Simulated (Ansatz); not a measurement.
Gas-phase electronic energies from Ansatz, PBE0-D4/def2-TZVP geometries. CBS: MP2 limit from def2 TZ/QZ plus the TZ coupled-cluster correction, frozen cores. Functionals use def2-TZVPP. def2 core potentials past Kr. For Sn outer-core shells are correlated without core-valence functions, which leaves a few kJ/mol of doubt a bond. Each species was taken in one conformer, which may not be the lowest.

Reaction (formal exchange of groups at the Si–Si bond): `[BH2][SnH2][SiH2][SiH3]` + `O=[CH][SnH3]` → `O=[C]([SiH3])[SnH3]` + `[BH2][SnH2][SiH3]`

`[BH2][SnH2][SiH2][SiH3]`:

Cartesian coordinates in Å:
```
B -0.512 1.501 -1.985
Sn -1.365 1.185 0.056
Si -0.503 -1.104 0.871
Si 1.823 -1.176 0.676
H 0.570 1.989 -2.118
H -1.094 1.126 -2.957
H -3.075 1.161 0.094
H -0.840 2.354 1.189
H -0.917 -1.331 2.283
H -1.104 -2.178 0.033
H 2.387 -2.481 1.116
H 2.434 -0.092 1.491
H 2.193 -0.954 -0.750
```

`O=[CH][SnH3]`:

```xyz
7

O    -0.029    1.774   -1.327
C     0.065    0.588   -1.194
Sn   -0.043   -0.386    0.787
H     0.212   -0.062   -2.090
H     1.404   -1.250    1.063
H    -0.262    0.823    1.965
H    -1.348   -1.488    0.796
```

`O=[C]([SiH3])[SnH3]`:

```xyz
10

O    -1.442   -0.466    1.451
C    -0.695   -0.219    0.544
Si   -1.218   -0.291   -1.314
Sn    1.418    0.358    1.053
H    -2.641   -0.674   -1.488
H    -0.308   -1.271   -1.965
H    -0.945    1.057   -1.878
H     2.113   -0.913    1.953
H     2.349    0.643   -0.355
H     1.368    1.776    2.000
```

`[BH2][SnH2][SiH3]`:

Z-matrix (Å, degrees):
```
Sn
Si 1 2.574
B 1 2.234 2 108.3
H 1 1.711 2 107.5 3 -122.4
H 1 1.711 2 107.4 3 122.4
H 2 1.487 1 110.2 3 -60.2
H 2 1.487 1 110.2 3 59.4
H 2 1.487 1 110.4 3 179.6
H 3 1.194 1 120.7 2 -88.7
H 3 1.194 1 120.6 2 87.9
```

Question: Is it downhill or uphill in electronic energy at CCSD(T)/CBS, and by how much? (An estimate is asked.)

Answer: Ansatz gave: Uphill: ΔE = +5.7 kcal/mol.

Question: What do these levels give: PBE0-D4, ωB97X-V, PBE0, MP2/def2-TZVPP, CCSD(T)/def2-TZVPP, MP2/def2-QZVPP? (Best estimate.)

Answer: Ansatz gave: PBE0-D4 7.3, ωB97X-V 6.1, PBE0 7.1, MP2/def2-TZVPP 5.2, CCSD(T)/def2-TZVPP 5.8, MP2/def2-QZVPP 5.1 kcal/mol.

Largest T1 diagnostic among the species: 0.016.

From PBE to PBE0 (25 % exact exchange), in def2-TZVPP and without D4, ΔE moves by +0.9 kcal/mol.
